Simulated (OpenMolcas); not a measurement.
Cu4+ among 6 point charges of -2.2 e arranged as a tetragonal octahedron (D4h), 2.19 Å from the ion, with the axial distance 2.409 Å.
```
   2.1900    0.0000    0.0000  -2.20
   0.0000    2.1900    0.0000  -2.20
  -2.1900    0.0000    0.0000  -2.20
   0.0000   -2.1900    0.0000  -2.20
   0.0000    0.0000    2.4090  -2.20
   0.0000    0.0000   -2.4090  -2.20
```

| Quantity | Value |
| --- | --- |
| Program | OpenMolcas 26.06 |
| Method | CASSCF |
| Basis | ANO-RCC-VDZP [5s4p2d1f] |
| Scalar Hamiltonian | DKH2, point nucleus |
| Active space | 7 electrons in 5 orbitals (3d) |
| State averaging | 2S+1 = 4 even, 10 roots; 2S+1 = 2 even, 40 roots |
| Spin-orbit coupling | RASSI with atomic mean-field integrals over the reference wave functions |

(1) What is the spin-free ground state (labels of D4, the rotations of D4h)?

(2) Where is the first state of the same spin?

(3) What are the lowest two levels with spin-orbit coupling?

(4) What is χT at 300 K, and how does it compare with the textbook value?

Answers

(1) 4A2, 1-fold in its orbital part, 100 % from free-ion F terms; it has the highest spin that d7 allows.

(2) 4E at 370 cm-1 above the ground state. The two act as a nearly degenerate pair, with unquenched orbital momentum.

(3) A 2-fold level E1/2 with g = 1.61, 6.49, 6.49, then a 2-fold level E3/2 226.5 cm-1 above it. Their leading multiplicities are 4 (100 %) and 4 (100 %).

(4) The lowest level has 2S+1 = 4, for which the spin-only value is χT = S(S+1) / 2 = 1.875 cm3 K/mol (g = 2). The computed 4.906 at 300 K differs by +3.031, through orbital momentum, spin-orbit coupling and any other state in reach.

Spin-orbit coupling mixes the spin-free states strongly: the lowest level takes only 53 % from its leading state, 4A2. Without dynamic correlation the repulsion within the d shell is too large (B by tens of per cent), so at a given field states of lower spin stand too high. Point charges give a weaker field than real ligands, and real ions of this kind are often low spin; the high spin found here belongs to the model. The ground term spreads over less than 5000 cm-1, several times less than with real ligands, so orbital moments are less quenched and χT lies further from the spin-only value than at real sites. Point charges carry no covalency, so the field is a model and not that of real ligands. No measured value stands beside these numbers.
